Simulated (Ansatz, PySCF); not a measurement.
Sn(H)(Cl)(NH2)2 (ClH₅N₂Sn), SMILES [NH2][SnH]([NH2])[Cl]. Atoms are numbered in the order given.

```xyz
9

Sn     0.1275    -0.2094     0.4922
N     -1.4482    -1.4727     0.3487
N      1.7059    -1.1693    -0.3345
Cl    -0.2595     1.7829    -0.7479
H      0.3995     0.2574     2.1074
H     -2.2037    -1.2432     0.9920
H     -1.8466    -1.5075    -0.5882
H      1.4032    -1.8846    -0.9940
H      2.3456    -0.5455    -0.8234
```
Charge 0, spin multiplicity 1.

Geometry optimised at PBE0-D3(BJ)/def2-SVP. The structure was generated by enumeration; whether it is a known compound was not checked. The def2 effective core potentials stand for the cores of Sn; spin–orbit coupling is left out. One conformer was computed; it need not be the lowest.

Two levels are set side by side: PBE-D3(BJ)/def2-SVP (Ansatz, a quantum-chemistry and plane-wave program) and PBE0-D3(BJ)/def2-SVP (Ansatz). Each level has its own optimised geometry; the coordinates shown are those of the second. Frequencies come from the Hessian of PySCF at each geometry. Differences are taken from unrounded values.

| quantity | PBE0-D3(BJ) | PBE-D3(BJ) | PBE-D3(BJ) minus PBE0-D3(BJ) |
|---|---|---|---|
| mean bond length (Å) | 1.526 | 1.545 | 0.019 |
| bond Sn1–N2 (Å) | 2.025 | 2.056 | 0.032 |
| bond Sn1–N3 (Å) | 2.024 | 2.055 | 0.031 |
| bond Sn1–Cl4 (Å) | 2.378 | 2.405 | 0.027 |
| bond Sn1–H5 (Å) | 1.703 | 1.722 | 0.018 |
| bond N2–H6 (Å) | 1.018 | 1.030 | 0.011 |
| bond N2–H7 (Å) | 1.019 | 1.030 | 0.011 |
| bond N3–H8 (Å) | 1.019 | 1.030 | 0.012 |
| bond N3–H9 (Å) | 1.018 | 1.030 | 0.012 |
| highest harmonic wavenumber (cm⁻¹) | 3655 | 3504 | -152 |
| mean harmonic wavenumber (cm⁻¹) | 1228 | 1184 | -45 |
| zero-point energy (kcal/mol) | 36.88 | 35.53 | -1.35 |

Exact exchange shortens and stiffens bonds; PBE has none. Differences between two approximate levels are no errors against the true value.
